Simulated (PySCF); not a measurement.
## UHF on Tl (thallium, neutral)

Configuration: [Xe] 4f14 5d10 6s1 6p2, high-spin 4P determinant (an excited configuration). Computed with PySCF 2.14 in aug-cc-pwCVTZ-DK3 (11s10p8d5f1g, 125 functions), with scalar relativity by spin-free X2C-1e.

| Property | Result |
| --- | --- |
| Total energy | -20241.593869 hartree |
| One-electron energy | -27719.2297 hartree |
| Hartree (Coulomb) energy | 7859.0448 hartree |
| Exchange energy | -381.4090 hartree |
| ⟨S²⟩ | 3.7580 |
| ⟨L²⟩ | 2.025 |
| Sum of ⟨r⟩ | 48.80 bohr |
| Sum of ⟨r²⟩ | 73.98 bohr² |
| Traceless quadrupole moment −½Σ⟨3z² − r²⟩ along its main axis | 5.90 e·bohr² |
| Langevin diamagnetic susceptibility | -58.6 ×10⁻⁶ cm³/mol |

```json
{"shell": "1s α", "electrons": "1", "mean orbital energy (hartree)": "-3159.39628", "spread (hartree)": "0", "rms radius, mean of both spins (bohr)": "0.0184"}
{"shell": "1s β", "electrons": "1", "mean orbital energy (hartree)": "-3159.39211", "spread (hartree)": "0", "rms radius, mean of both spins (bohr)": "0.0184"}
{"shell": "2s α", "electrons": "1", "mean orbital energy (hartree)": "-568.30299", "spread (hartree)": "0", "rms radius, mean of both spins (bohr)": "0.0743"}
{"shell": "2s β", "electrons": "1", "mean orbital energy (hartree)": "-568.30136", "spread (hartree)": "0", "rms radius, mean of both spins (bohr)": "0.0743"}
{"shell": "2p α", "electrons": "3", "mean orbital energy (hartree)": "-491.14727", "spread (hartree)": "0.00001", "rms radius, mean of both spins (bohr)": "0.0684"}
{"shell": "2p β", "electrons": "3", "mean orbital energy (hartree)": "-491.14677", "spread (hartree)": "0.00123", "rms radius, mean of both spins (bohr)": "0.0684"}
{"shell": "3s α", "electrons": "1", "mean orbital energy (hartree)": "-138.31460", "spread (hartree)": "0", "rms radius, mean of both spins (bohr)": "0.189"}
{"shell": "3s β", "electrons": "1", "mean orbital energy (hartree)": "-138.31061", "spread (hartree)": "0", "rms radius, mean of both spins (bohr)": "0.189"}
{"shell": "3p α", "electrons": "3", "mean orbital energy (hartree)": "-115.64219", "spread (hartree)": "0.00132", "rms radius, mean of both spins (bohr)": "0.192"}
{"shell": "3p β", "electrons": "3", "mean orbital energy (hartree)": "-115.63987", "spread (hartree)": "0.00306", "rms radius, mean of both spins (bohr)": "0.192"}
{"shell": "3d α", "electrons": "5", "mean orbital energy (hartree)": "-90.94896", "spread (hartree)": "0.00254", "rms radius, mean of both spins (bohr)": "0.176"}
{"shell": "3d β", "electrons": "5", "mean orbital energy (hartree)": "-90.94892", "spread (hartree)": "0.00261", "rms radius, mean of both spins (bohr)": "0.176"}
{"shell": "4s α", "electrons": "1", "mean orbital energy (hartree)": "-32.33068", "spread (hartree)": "0", "rms radius, mean of both spins (bohr)": "0.416"}
{"shell": "4s β", "electrons": "1", "mean orbital energy (hartree)": "-32.32385", "spread (hartree)": "0", "rms radius, mean of both spins (bohr)": "0.416"}
{"shell": "4p α", "electrons": "3", "mean orbital energy (hartree)": "-24.73494", "spread (hartree)": "0.00245", "rms radius, mean of both spins (bohr)": "0.443"}
{"shell": "4p β", "electrons": "3", "mean orbital energy (hartree)": "-24.73126", "spread (hartree)": "0.00546", "rms radius, mean of both spins (bohr)": "0.443"}
{"shell": "4d α", "electrons": "5", "mean orbital energy (hartree)": "-15.42067", "spread (hartree)": "0.00505", "rms radius, mean of both spins (bohr)": "0.471"}
{"shell": "4d β", "electrons": "5", "mean orbital energy (hartree)": "-15.41997", "spread (hartree)": "0.00537", "rms radius, mean of both spins (bohr)": "0.471"}
{"shell": "5s α", "electrons": "1", "mean orbital energy (hartree)": "-5.67407", "spread (hartree)": "0", "rms radius, mean of both spins (bohr)": "0.943"}
{"shell": "5s β", "electrons": "1", "mean orbital energy (hartree)": "-5.65973", "spread (hartree)": "0", "rms radius, mean of both spins (bohr)": "0.943"}
{"shell": "4f α", "electrons": "7", "mean orbital energy (hartree)": "-5.15311", "spread (hartree)": "0.00577", "rms radius, mean of both spins (bohr)": "0.510"}
{"shell": "4f β", "electrons": "7", "mean orbital energy (hartree)": "-5.15210", "spread (hartree)": "0.00631", "rms radius, mean of both spins (bohr)": "0.510"}
{"shell": "5p α", "electrons": "3", "mean orbital energy (hartree)": "-3.50125", "spread (hartree)": "0.00204", "rms radius, mean of both spins (bohr)": "1.08"}
{"shell": "5p β", "electrons": "3", "mean orbital energy (hartree)": "-3.49728", "spread (hartree)": "0.01099", "rms radius, mean of both spins (bohr)": "1.08"}
{"shell": "5d α", "electrons": "5", "mean orbital energy (hartree)": "-0.90257", "spread (hartree)": "0.00880", "rms radius, mean of both spins (bohr)": "1.48"}
{"shell": "5d β", "electrons": "5", "mean orbital energy (hartree)": "-0.88399", "spread (hartree)": "0.01738", "rms radius, mean of both spins (bohr)": "1.48"}
{"shell": "6s α", "electrons": "1", "mean orbital energy (hartree)": "-0.57701", "spread (hartree)": "0", "rms radius, mean of both spins (bohr)": "2.75"}
{"shell": "6p α", "electrons": "2", "mean orbital energy (hartree)": "-0.24516", "spread (hartree)": "0", "rms radius, mean of both spins (bohr)": "3.74"}
```

Spin-orbit coupling is strong in this species (close to jj coupling), so the high-spin LS determinant is a model state, not a physical level.

Densities and radii are taken from the X2C orbitals without a picture-change correction, which distorts them close to the nucleus.

Spin-orbit constants ζ (cm⁻¹) from the X2C one-electron operator on these orbitals: bare nucleus, nucleus screened by l(l+1)(2l+1)/3 electrons, and screened by the Breit-Pauli mean field of the electrons.

```
shell      bare  screened nucleus  mean field
   2p  10280000          10030000         n/a
   3p   2310000           2253000         n/a
   3d    355200            311400         n/a
   4p    557000            543200         n/a
   4d     76260             66850         n/a
   4f     15870             10390         n/a
   5p     93670             91360         n/a
   5d      7865              6894         n/a
   6p      5661              5521         n/a
```

To first order the Landé constant is A = 1840 cm⁻¹, so the lowest level has J = 1/2 and lies 0.570 eV below the centre of the term. This holds in LS coupling only, and this species is close to jj coupling.
